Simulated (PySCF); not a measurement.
## Polarisability and C₆ of W²⁺ (tungsten, charge +2)

[Xe] 4f14 5d4, high-spin 5D determinant. All numbers are calculated (PySCF 2.14, scalar relativity by spin-free X2C-1e, in ANO-R3 (9s7p6d4f3g2h, 137 functions)). Coupled (time-dependent) response in atomic units; α is the mean over directions. The basis has no added diffuse functions, which lowers α and C₆.

```
method  mean α (bohr³)         α xx, yy, zz  C₆ (like pair)  S(−4)
  BLYP           13.27  13.34, 13.34, 13.13           80.93  85.03
```

S(−4) is the Cauchy moment in α(ω) = α(0) + S(−4) ω² + …

Spin-orbit coupling is absent.

α(iu) at BLYP:

```tsv
u (hartree)	α(iu) (bohr³)
0	13.27
0.0500	13.07
0.100	12.51
0.200	10.91
0.300	9.375
0.500	7.184
0.750	5.479
1.00	4.334
1.50	2.903
2.00	2.081
3.00	1.233
5.00	0.5995
```

A single London oscillator, α(iu) = α/(1 + u²/ω²), gives C₆ = (3/4) ω α². Matching the computed C₆ needs ω = 4 × 80.93 / (3 × 13.27²) = 0.613 hartree.

For an ion, C₆ is the dispersion term alone; charge-induced terms of lower order in 1/R come first.

The components differ because the open shell of this determinant is not spherical; for a pure term their mean is the scalar polarisability.

Spin-orbit coupling, absent here, splits the open shell strongly.
